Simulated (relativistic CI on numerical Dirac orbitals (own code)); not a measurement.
**Sensitivity of the levels of Br²¹⁺ to α and to the nuclear radius**

Calculated at this level of theory: Dirac-Coulomb-Breit CI, KLI orbitals optimised for each configuration, derivatives by finite differences, unscaled Slater integrals, QED left out (own radial code, finite nucleus).

CI space (outside the closed core [Ne]): 3s2 3p2, 3s 3p3, 3s2 3p 3d, 3p4, 3s 3p2 3d, 3p3 3d, 3s2 3d2, 3s 3d3, 3p2 3d2, 3p 3d3. Double excitations out of closed p, d and f shells are left out; levels of such configurations are missing from the list, as are those of other unlisted configurations, and high levels can miss mixing partners.

With x = (α/α₀)² − 1 an excitation energy changes as ω = ω₀ + qx; K = 2q/ω₀ is the relative enhancement. Terms are leading LS components, so labels can repeat. The field-shift factor is F = δν/δ⟨r²⟩ for the transition from the lowest level.

Lowest level 3s2 3p2 3P_0.

```csv
Level,ω₀ (cm⁻¹),q (cm⁻¹),F (GHz/fm²)
3s2 3p2 3P_1,57139,74900,-0.556
3s2 3p2 3P_2,82671,82810,-0.623
3s2 3p2 1D_2,163457,152200,-1.38
3s2 3p2 1S_0,232163,151500,-2.31
3s 3p3 5S°_2,444064,142900,-77.3
3s 3p3 3D°_1,552026,127600,-68.8
3s 3p3 3D°_2,557501,145700,-69.3
3s 3p3 3D°_3,579403,174600,-69.8
3s 3p3 3P°_0,647212,176400,-69.8
3s 3p3 3P°_2,648552,166800,-57.3
3s 3p3 3P°_1,653221,186000,-69.5
3s 3p3 3P°_2,707819,204300,-48.7
3s2 3p 3d 3F°_2,758348,111800,-8.04
```

At this charge energies of transitions that change n are usually good to better than 1 %, and those within a shell (Δn = 0) to a few per cent.

Task: Which transition from the lowest level has the largest |K|?

Result: 3s2 3p2 3P_1 at 57139 cm⁻¹, K = 2.62.
